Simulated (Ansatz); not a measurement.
C5H13BrSi (SMILES CC[Si](C)(Br)CC), singlet, at a GFN2-xTB geometry; SC-NEVPT2/STO-3G, CASSCF(2,3) (Ansatz, an electronic-structure program).

Ansatz was given this input:
Ansatz 0.2 input:
```yaml
crystal:
  periodic: [false, false, false]
  atoms:
    - {symbol: C, position_ang: [-2.53666719, -0.56649189, -1.19933993]}
    - {symbol: C, position_ang: [-1.06366455, -0.79060366, -1.52905572]}
    - {symbol: Si, position_ang: [0.10237734, 0.39788132, -0.60177897]}
    - {symbol: C, position_ang: [-0.40447573, 2.21832919, -0.78091575]}
    - {symbol: Br, position_ang: [-0.10566607, -0.10288341, 1.58588676]}
    - {symbol: C, position_ang: [1.93522480, 0.12947555, -1.04507253]}
    - {symbol: C, position_ang: [2.40427216, -1.30971048, -0.85632625]}
    - {symbol: H, position_ang: [-2.85119105, 0.43305770, -1.49185966]}
    - {symbol: H, position_ang: [-2.71491142, -0.68274640, -0.13215549]}
    - {symbol: H, position_ang: [-3.16104759, -1.28584369, -1.72576483]}
    - {symbol: H, position_ang: [-0.80244443, -1.82209626, -1.28314877]}
    - {symbol: H, position_ang: [-0.91646809, -0.68178554, -2.60511389]}
    - {symbol: H, position_ang: [-0.41978296, 2.52413886, -1.82260863]}
    - {symbol: H, position_ang: [-1.39504481, 2.38989507, -0.36944468]}
    - {symbol: H, position_ang: [0.28515535, 2.87200317, -0.25384298]}
    - {symbol: H, position_ang: [2.10671915, 0.43036066, -2.07970435]}
    - {symbol: H, position_ang: [2.55141539, 0.78596441, -0.42745422]}
    - {symbol: H, position_ang: [2.25807118, -1.63137422, 0.17294685]}
    - {symbol: H, position_ang: [1.85339141, -1.98514295, -1.50770466]}
    - {symbol: H, position_ang: [3.46303061, -1.40184182, -1.09101426]}
basis:
  gaussian:
    orbitals: STO-3G
magnetization: {spin_polarized: false}
correlation: {method: sc_nevpt2, electrons: all, active_space: {window: {electrons: 2, orbitals: 3}}}
```

Output, abridged:

```
Functional definition: HF
821 factors; integrals over basis functions are off by at most 4.6e-5 eV
mean field evaluation 1: about -82312.2768 eV, gradient 1.9e1 eV
mean field evaluation 2: about -82312.5798 eV, gradient 1.9e1 eV
mean field evaluation 4: about -82314.3246 eV, gradient 9.3e-1 eV
mean field evaluation 8: about -82314.3283 eV, gradient 1.7e-6 eV
mean field -82314.32831971 eV, -3024.9957710937 hartree, gradient 3.6e-7 eV, S^2 0.000000; 0 other end points of the search recorded, 0 dependent functions left out
reference -82314.32831971 eV, -3024.9957710937 hartree; 46, 46 occupied and 19, 19 virtual orbitals, 821 factors
state -82314.70506653 eV, -3025.0096162839 hartree
state -82314.70506653 eV, -3025.0096162839 hartree; corrected -82322.74386611 eV, -3025.3050367195 hartree
state -82314.69603421 eV, -3025.0092843522 hartree
state -82314.69603421 eV, -3025.0092843522 hartree; corrected -82322.73927841 eV, -3025.3048681248 hartree
state -82314.70506653 eV, -3025.0096162839 hartree; corrected -82322.74386611 eV, -3025.3050367195 hartree
the orbitals are reached from a further start. From the first start the search ends at -82314.69602050 eV, -3025.0092838483 hartree
Total energy: -82322.74386611 eV, -3025.3050367195 hartree
```
